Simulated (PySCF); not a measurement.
F$_{3}$S, doublet, geometry from GFN2-xTB, with bond 1-2 at 2.0 times its length; PBE0/STO-3G (PySCF).

Here is a job for PySCF.
```python
from pyscf import gto, scf, dft

mol = gto.Mole()
mol.atom = '''
    F     3.049739   -1.527660    0.150393
    S     0.180346    0.307769    0.047937
    F    -1.313505    1.124532   -0.019015
    F    -0.622153   -1.061731   -0.165371
'''
mol.basis = 'sto-3g'
mol.charge = 0
mol.spin = 1
mol.verbose = 4
mol.build()

mf = dft.UKS(mol)
mf.xc = 'pbe0'
mf.init_guess = 'sap'
mf.kernel()
```

It wrote (shortened):

```
PySCF version 2.14.0

[INPUT] verbose = 4
[INPUT] num. atoms = 4
[INPUT] num. electrons = 43
[INPUT] charge = 0
[INPUT] spin (= nelec alpha-beta = 2S) = 1
[INPUT] symmetry False subgroup None
[INPUT] Mole.unit = angstrom
[INPUT] Symbol           X                Y                Z      unit          X                Y                Z       unit  Magmom
[INPUT]  1 F      3.049739000000  -1.527660000000   0.150393000000 AA    5.763171461405  -2.886859011453   0.284201581052 Bohr   0.0
[INPUT]  2 S      0.180346000000   0.307769000000   0.047937000000 AA    0.340804547661   0.581599119631   0.090587801233 Bohr   0.0
[INPUT]  3 F     -1.313505000000   1.124532000000  -0.019015000000 AA   -2.482164713247   2.125057498309  -0.035933142259 Bohr   0.0
[INPUT]  4 F     -0.622153000000  -1.061731000000  -0.165371000000 AA   -1.175698777577  -2.006380807961  -0.312505898945 Bohr   0.0

nuclear repulsion = 153.247033901426
number of shells = 14
number of NR pGTOs = 72
number of NR cGTOs = 24
basis = sto-3g
ecp = {}

******** <class 'pyscf.dft.uks.UKS'> ********
method = UKS
initial guess = sap
damping factor = 0
level_shift factor = 0
DIIS = <class 'pyscf.scf.diis.CDIIS'>
diis_start_cycle = 1
diis_space = 8
diis_damp = 0
SCF conv_tol = 1e-09
SCF conv_tol_grad = None
SCF max_cycles = 50
direct_scf = True
direct_scf_tol = 1e-13
number electrons alpha = 22  beta = 21
XC library pyscf.dft.libxc version 7.1.2
    S. Lehtola, C. Steigemann, M. J. T. Oliveira, and M. A. L. Marques,  SoftwareX 7, 1–5 (2018)
XC functionals = pbe0
    C. Adamo and V. Barone,  J. Chem. Phys. 110, 6158 (1999)
    M. Ernzerhof and G. E. Scuseria,  J. Chem. Phys. 110, 5029 (1999)
radial grids:
    Treutler-Ahlrichs [JCP 102, 346 (1995); DOI:10.1063/1.469408] (M4) radial grids

becke partition: Becke, JCP 88, 2547 (1988); DOI:10.1063/1.454033
pruning grids: <function nwchem_prune>
grids dens level: 3
symmetrized grids: False
atomic radii adjust function: <function treutler_atomic_radii_adjust>
small_rho_cutoff = 0
Set gradient conv threshold to 3.16228e-05
Initial guess from superposition of atomic potentials (doi:10.1021/acs.jctc.8b01089)
This is the Gaussian fit version as described in doi:10.1063/5.0004046.
Found SAP basis sapgrasplarge

tot grids = 61672
init E= -687.678843689775

cycle= 1 E= -687.666590077855  delta_E= 0.0123  |g|= 0.598  |ddm|= 1.97

cycle= 2 E= -678.998512211404  delta_E= 8.67  |g|= 0.0701  |ddm|= 4.22
cycle= 3 E= -687.409413968926  delta_E= -8.41  |g|= 0.774  |ddm|= 4.33
cycle= 4 E= -687.407858631206  delta_E= 0.00156  |g|= 0.775  |ddm|= 0.00486
cycle= 5 E= -687.406889208409  delta_E= 0.000969  |g|= 0.776  |ddm|= 0.00445
cycle= 6 E= -687.435051237856  delta_E= -0.0282  |g|= 0.756  |ddm|= 0.0381
cycle= 7 E= -687.441632627549  delta_E= -0.00658  |g|= 0.753  |ddm|= 0.0173
cycle= 8 E= -687.455091162761  delta_E= -0.0135  |g|= 0.744  |ddm|= 0.132
cycle= 9 E= -687.467587531525  delta_E= -0.0125  |g|= 0.736  |ddm|= 0.112
cycle= 10 E= -687.431889951132  delta_E= 0.0357  |g|= 0.76  |ddm|= 0.0456

cycle= 11 E= -678.997217271744  delta_E= 8.43  |g|= 0.0681  |ddm|= 4.33
cycle= 12 E= -687.421676805139  delta_E= -8.42  |g|= 0.767  |ddm|= 4.33
cycle= 13 E= -687.416688420536  delta_E= 0.00499  |g|= 0.77  |ddm|= 0.0101
cycle= 14 E= -687.431547098194  delta_E= -0.0149  |g|= 0.76  |ddm|= 0.0213
cycle= 15 E= -687.427963248647  delta_E= 0.00358  |g|= 0.762  |ddm|= 0.00575
cycle= 16 E= -687.427410930291  delta_E= 0.000552  |g|= 0.763  |ddm|= 0.00751
cycle= 17 E= -687.451145311239  delta_E= -0.0237  |g|= 0.746  |ddm|= 0.059
cycle= 18 E= -687.430739959715  delta_E= 0.0204  |g|= 0.759  |ddm|= 0.0499
cycle= 19 E= -687.413769344074  delta_E= 0.017  |g|= 0.771  |ddm|= 0.0502

cycle= 20 E= -678.997257181387  delta_E= 8.42  |g|= 0.0682  |ddm|= 4.33
cycle= 21 E= -687.416955793803  delta_E= -8.42  |g|= 0.769  |ddm|= 4.33
cycle= 22 E= -687.413544468775  delta_E= 0.00341  |g|= 0.772  |ddm|= 0.00978
cycle= 23 E= -687.413387633558  delta_E= 0.000157  |g|= 0.772  |ddm|= 0.0226
cycle= 24 E= -687.426162419927  delta_E= -0.0128  |g|= 0.763  |ddm|= 0.0175
cycle= 25 E= -687.410061939981  delta_E= 0.0161  |g|= 0.775  |ddm|= 0.0251
cycle= 26 E= -687.407927364156  delta_E= 0.00213  |g|= 0.775  |ddm|= 0.0262
cycle= 27 E= -687.408684142641  delta_E= -0.000757  |g|= 0.775  |ddm|= 0.0191
cycle= 28 E= -687.409225306885  delta_E= -0.000541  |g|= 0.775  |ddm|= 0.00502

cycle= 29 E= -678.997206316356  delta_E= 8.41  |g|= 0.0687  |ddm|= 4.33
cycle= 30 E= -687.410154231588  delta_E= -8.41  |g|= 0.775  |ddm|= 4.33
cycle= 31 E= -687.413845300613  delta_E= -0.00369  |g|= 0.772  |ddm|= 0.011
cycle= 32 E= -687.418389016398  delta_E= -0.00454  |g|= 0.769  |ddm|= 0.0119
cycle= 33 E= -687.414512244277  delta_E= 0.00388  |g|= 0.771  |ddm|= 0.0436
cycle= 34 E= -687.398818444844  delta_E= 0.0157  |g|= 0.781  |ddm|= 0.0367
cycle= 35 E= -687.421385199905  delta_E= -0.0226  |g|= 0.766  |ddm|= 0.0341
cycle= 36 E= -687.415850401237  delta_E= 0.00553  |g|= 0.77  |ddm|= 0.00873
cycle= 37 E= -687.416254744727  delta_E= -0.000404  |g|= 0.77  |ddm|= 0.00593

cycle= 38 E= -678.997180026488  delta_E= 8.42  |g|= 0.0681  |ddm|= 4.33
cycle= 39 E= -687.415704154689  delta_E= -8.42  |g|= 0.77  |ddm|= 4.33
cycle= 40 E= -687.414362170464  delta_E= 0.00134  |g|= 0.77  |ddm|= 0.0201
cycle= 41 E= -687.408219298663  delta_E= 0.00614  |g|= 0.773  |ddm|= 0.0292
cycle= 42 E= -687.408796500729  delta_E= -0.000577  |g|= 0.773  |ddm|= 0.0177
cycle= 43 E= -687.403843232546  delta_E= 0.00495  |g|= 0.777  |ddm|= 0.00769
cycle= 44 E= -687.404152389686  delta_E= -0.000309  |g|= 0.777  |ddm|= 0.00583
cycle= 45 E= -687.405319971065  delta_E= -0.00117  |g|= 0.776  |ddm|= 0.009
cycle= 46 E= -687.404069710107  delta_E= 0.00125  |g|= 0.777  |ddm|= 0.0105

cycle= 47 E= -678.997399182281  delta_E= 8.41  |g|= 0.0679  |ddm|= 4.33
cycle= 48 E= -687.403399283084  delta_E= -8.41  |g|= 0.777  |ddm|= 4.33
cycle= 49 E= -687.40463176565  delta_E= -0.00123  |g|= 0.776  |ddm|= 0.00938
cycle= 50 E= -687.410598980958  delta_E= -0.00597  |g|= 0.773  |ddm|= 0.0273
SCF not converged.
SCF energy = -687.410598980958 after 50 cycles  <S^2> = 0.75001916  2S+1 = 2.0000192
```

Convergence was not reached.
